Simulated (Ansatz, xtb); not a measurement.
**Two isomers of C5H5NOSi**

Structure X: `N#C[Si]1(O)C=CC=C1`, a singlet. Structure Y: `N#CC1=CC=C[Si@@H]1O`, a singlet. Both are isolated molecules in the gas phase, relaxed with PBE0-D3(BJ)/def2-SVP; the shapes shown needn't be the lowest conformers.

X (Å):

```tsv
atom	x (Å)	y (Å)	z (Å)
C	-3.0634	-0.1604	0.3798
C	-0.2182	0.6107	1.1159
C	0.6415	0.7377	0.0856
C	0.5125	-0.2352	-1.0339
C	-0.4566	-1.1662	-0.9343
N	-4.1448	0.2347	0.2373
O	-1.4546	-2.1193	1.6678
Si	-1.3358	-0.8124	0.6625
H	-2.0345	-2.0565	2.4325
H	-0.2143	1.2837	1.9747
H	1.4132	1.5136	0.0340
H	1.1959	-0.1638	-1.8870
H	-0.6410	-1.9216	-1.6991
```

Y (Å):

| atom | x (Å) | y (Å) | z (Å) |
| --- | --- | --- | --- |
| C | -3.0021 | 0.0254 | -0.5090 |
| C | -1.7618 | -0.2265 | 0.1204 |
| C | -1.5801 | -0.3497 | 1.4595 |
| C | -0.2024 | -0.6140 | 1.9199 |
| C | 0.7572 | -0.7110 | 0.9765 |
| N | -3.9922 | 0.2349 | -1.0811 |
| O | 0.5589 | 0.7196 | -1.5709 |
| Si | -0.0722 | -0.5307 | -0.6855 |
| H | -2.3974 | -0.2642 | 2.1827 |
| H | -0.0105 | -0.7175 | 2.9929 |
| H | 1.8026 | -0.9038 | 1.2241 |
| H | -0.1148 | -1.7888 | -1.4888 |
| H | 0.2299 | 0.8470 | -2.4657 |

Energies in hartree; the thermal terms are from GFN2-xTB frequencies at re-optimised GFN2-xTB minima (ideal gas, soft modes damped towards free rotors, one conformer each, 298.15 K, 1 atm) and include the zero-point energy:

|  | X | Y |
| --- | --- | --- |
| E, CCSD(T)/def2-SVP | −611.329460 | −611.319619 |
| E, MP2/def2-SVP | −611.240498 | −611.230937 |
| E, MP2/def2-TZVPP | −611.969406 | −611.955333 |
| zero-point energy | 0.086134 | 0.084322 |
| H(298 K) − E | 0.095938 | 0.093840 |
| G(298 K) − E | 0.052415 | 0.051089 |

**Question.** Correct the CCSD(T) difference for the basis set by the MP2 change, then work out ΔE, ΔE₀, ΔH and ΔG for X → Y in kJ/mol (1 Eh = 2625.50 kJ/mol) and the equilibrium ratio [Y]/[X].

**Answer.** 1. Differences Y − X: CCSD(T) +0.009841, MP2 in the small set +0.009561, MP2 in the large set +0.014073 Eh.
2. ΔE = +0.009841 + (+0.014073 − (+0.009561)) = +0.014353 Eh = +37.68 kJ/mol.
3. ΔE₀ = ΔE + ΔZPE = +0.014353 + (−0.001812) Eh = +32.93 kJ/mol.
4. ΔH = ΔE + (−0.002098) Eh = +32.18 kJ/mol.
5. ΔG = ΔE + (−0.001326) Eh = +34.20 kJ/mol, so ΔS = (ΔH − ΔG)/T = −6.8 J/(mol K).
6. kT = 0.9442 mEh, so K = [Y]/[X] = exp(−ΔG/kT) = exp(−13.80) ≈ 1.0 × 10^−6.

Structure X is favoured at this temperature. An error of 4 kJ/mol in ΔG would change K by a factor of 5. GFN2-xTB gave ΔE the other sign. Mirror images and further conformers aren't counted.

As drawn, Y has 1 C–C, 1 Si–H in place of 1 C–Si, 1 C–H.

Other levels gave ΔE = −79.8 (GFN2-xTB); +51.5 (HF/STO-3G, GFN2-xTB geometries); +21.9 (r2SCAN-D4/def2-SVP, GFN2-xTB geometries); +18.1 (PBE0-D3(BJ)/def2-SVP); +32.4 (HF/def2-SVP); +25.1 (MP2/def2-SVP); +25.8 (CCSD(T)/def2-SVP) kJ/mol. The correlated steps freeze 12 core orbitals. Programs: Ansatz 0.2.0, xtb 6.7.1.
